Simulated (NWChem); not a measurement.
Species: CH3CdI; SMILES [CH3][Cd][I]

```xyz
6

Cd    -0.3281    -0.9784    -0.0002
I      0.3409     1.5474     0.0004
C     -0.8673    -3.0178    -0.0006
H     -1.2694    -3.2978    -0.9846
H     -1.6330    -3.2020     0.7663
H      0.0146    -3.6370     0.2163
```
Atoms are numbered in this order, from 1.

Coordinates come from a PBE0/def2-SVP optimisation. No frequency run checked for a minimum. def2 effective core potentials on Cd, I; no spin-orbit coupling.

Problem. List the 4 lowest vertical singlet excitations from CAM-B3LYP/def2-SVPD with def2 effective core potentials on Cd, I, TDA (NWChem).

Solution. 
| state | energy (eV) | oscillator strength | leading excitation (squared amplitude) |
|---|---|---|---|
| S1 | 5.19 | 0.027 | HOMO → LUMO (0.95) |
| S2 | 5.19 | 0.027 | HOMO−1 → LUMO (0.95) |
| S3 | 5.79 | 0.000 | HOMO → LUMO+1 (0.49) |
| S4 | 5.83 | 0.000 | HOMO−1 → LUMO+1 (0.31) |
